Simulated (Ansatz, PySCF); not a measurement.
This PySCF input computes a CCSD(T)/cc-pVDZ energy:

```python
from pyscf import gto, scf, mp, cc as ccmod

mol = gto.M(
    atom='''
    F     2.27473807   -0.27201736   -0.01841880
    B     1.06402718   -0.12723833   -0.00861554
    B    -0.68855888    0.08233914    0.00557533
    F    -1.10369992    1.29599113    0.10199446
    F    -1.37963165   -0.99902978   -0.08188666
    ''',
    basis='cc-pvdz',
    charge=1,
    spin=0,
    verbose=4,
)

mf = scf.RHF(mol)
mf.conv_tol = 1e-10
mf.max_cycle = 100
mf.kernel()
mp2 = mp.MP2(mf, frozen=5).run()
cc = ccmod.CCSD(mf, frozen=5)
cc.max_cycle = 100
cc.kernel()
et = cc.ccsd_t()
print(f'E(CCSD(T)) = {cc.e_tot + et:.9f}')
```

Write an input for the same energy in Ansatz (a quantum-chemistry and plane-wave program) and say what it gives.


Ansatz 0.2 input:
```yaml
crystal:
  periodic: [false, false, false]
  atoms:
    - {symbol: F, position_ang: [2.27473807, -0.27201736, -0.01841880]}
    - {symbol: B, position_ang: [1.06402718, -0.12723833, -0.00861554]}
    - {symbol: B, position_ang: [-0.68855888, 0.08233914, 0.00557533]}
    - {symbol: F, position_ang: [-1.10369992, 1.29599113, 0.10199446]}
    - {symbol: F, position_ang: [-1.37963165, -0.99902978, -0.08188666]}
basis:
  gaussian:
    orbitals: cc-pVDZ
total_charge: 1
magnetization: {spin_polarized: false}
correlation: {method: ccsd_t, electrons: outside_noble_gas}
```
It gives -348.24794 Eh, and PySCF -348.24794 Eh, a difference of 0.00 mEh.
